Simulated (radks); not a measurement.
Values are calculated unless marked as measured or tabulated.
Species: the xenon ion Xe4+. Configuration: [Kr] 4d10 5s2 5p2. Code: a radial shooting solver on a logarithmic mesh with Libxc functionals. Model: Dirac Kohn-Sham, exchange-only B88, spin-unpolarised, spherical densities, point nucleus; open shells fill j = l - 1/2 first.

Normalised radial functions P(r) = r R(r) (large component), r in bohr:

r	4p3/2
0.002206	0.0042
0.002942	0.0072
0.003924	0.0124
0.005234	0.0210
0.006981	0.0353
0.009385	0.0590
0.01252	0.0952
0.0167	0.1491
0.02227	0.2244
0.0297	0.3192
0.03961	0.4196
0.05283	0.4900
0.07047	0.4695
0.09398	0.2898
0.1254	-0.0699
0.1672	-0.5020
0.223	-0.7422
0.2974	-0.5071
0.3967	0.2131
0.5291	1.0024
0.7057	1.3188
0.9487	1.0213
1.265	0.5119
1.688	0.1618
2.251	0.0294
3.002	0.0026
4.004	0.0001
5.341	0.0000
7.123	0.0000

4p3/2: eigenvalue -182.19 eV, 2 radial nodes at r = 0.119, 0.369 bohr, <r> = 0.772 bohr, 90 % of the charge inside 1.13 bohr.
